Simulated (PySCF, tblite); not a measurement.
Q: What does the GFN2-xTB structure of acetyl fluoride (`CC(=O)F`) look like in three dimensions?

A: 
```
atom  x, y, z in Å
C1    -0.6541   -0.0909   -0.0149
C2     0.8291   -0.0248   -0.0112
O3     1.6374   -0.8718   -0.1393
F4     1.2432    1.2657    0.1789
H5    -1.0301    0.2944    0.9316
H6    -0.9828   -1.1146   -0.1634
H7    -1.0394    0.5470   -0.8088
```

Any rigid rotation of these coordinates is as good. Atoms count from 1 in this order. The 4 heavy atoms lie in one plane (0.000 Å rms).

Bonds between heavy atoms (Å): C1–C2 1.485, C2=O3 1.178, C2–F4 1.369.

Computed geometry: GFN2-xTB, gas phase.

Point group: Cs (every atom within 0.08 Å of its image). Its GFN2-xTB frequencies are all real (lowest 102 cm⁻¹).

Hardware: an Arm Neoverse V2 with one thread, on a shared host. That covers the optimisation of the geometry.


Question: Write Cartesian coordinates for `[SiH3][Se][SiH3]` as optimised with PBE0-D3(BJ)/def2-TZVP.

Answer: 
```xyz
9
H6SeSi2 angstrom
Si     1.5430    0.5512    0.4271
Se     0.0663    0.8644   -1.2778
Si    -1.5262   -0.5104   -0.4068
H      1.9139   -0.8820    0.5442
H      2.7388    1.3621    0.0945
H      0.9610    1.0039    1.7160
H     -1.0075   -1.8949   -0.2696
H     -2.6624   -0.4833   -1.3587
H     -1.9654   -0.0264    0.9266
```

Orientation and origin are arbitrary. Atoms count from 1 in this order. Si1 (SiH3 silicon) is tetrahedral (angles from 106.2° to 110.7°).

Bonds between heavy atoms (Å): Si1–Se2 2.277, Se2–Si3 2.277.

The calculation used PySCF 2.14.0, PBE0-D3(BJ)/def2-TZVP geometry optimisation, gas phase.

Point group: C2v (tolerance 0.08 Å). Whether it is a minimum is left open (no frequencies).


Question: Write Cartesian coordinates for InChI=1S/C2HBrF2/c3-1-2(4)5/h1H as optimised with PBE0-D3(BJ)/def2-SVP.

Answer: 
```xyz
6
C2HBrF2 angstrom
F     -0.3808    1.3597    0.9963
C     -0.5526    0.3642    0.1725
F     -1.8077    0.2528   -0.1808
C      0.4019   -0.4490   -0.2699
Br     2.1847   -0.2728    0.2411
H      0.1545   -1.2550   -0.9590
```

Any rigid rotation of these coordinates is as good. Atoms count from 1 in this order. The 5 heavy atoms lie in one plane (0.001 Å rms).

Bonds between heavy atoms (Å): F1–C2 1.303, C2–F3 1.309, C2=C4 1.330, C4–Br5 1.863.

Method: PBE0-D3(BJ)/def2-SVP geometry optimisation, gas phase in PySCF 2.14.0.

Point group: Cs (every atom within 0.08 Å of its image). PBE0-D3(BJ)/def2-SVP frequencies: not computed here.
